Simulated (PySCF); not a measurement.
Radial density of Ta²⁺ (tantalum, charge +2)

r2SCAN, [Xe] 4f14 5d3, high-spin 4F determinant. All numbers are calculated (PySCF 2.14, the spin-free X2C one-electron Hamiltonian (Gaussian nucleus), in ANO-RCC-VTZP).

| r (bohr) | 4πr²ρ (e/bohr) | 4πr²(ρα − ρβ) |
| --- | --- | --- |
| 0.0193 | 90.76 | -0.0027 |
| 0.0325 | 97.26 | -0.0030 |
| 0.0547 | 133.5 | 0.0249 |
| 0.0921 | 105.0 | 0.1115 |
| 0.155 | 121.5 | 0.0596 |
| 0.261 | 67.88 | -0.0059 |
| 0.438 | 73.50 | 0.1733 |
| 0.737 | 30.06 | -0.0064 |
| 1.24 | 12.28 | 1.5364 |
| 2.09 | 2.646 | 1.3928 |
| 3.51 | 0.2391 | 0.2263 |
| 5.90 | 0.006101 | 0.0061 |
| 9.92 | 1.444e-05 | 0.0000 |

Densities and radii are taken from the X2C orbitals without a picture-change correction, which distorts them close to the nucleus.

Spin-orbit coupling, absent here, splits the open shell strongly.

Q: Where is the radial spin density 4πr²(ρα − ρβ) most negative, and why is it negative at all?

A: Around r = 0.737 bohr, down to -0.0064 e/bohr: exchange with the open shell polarises the paired shells in an unrestricted calculation.
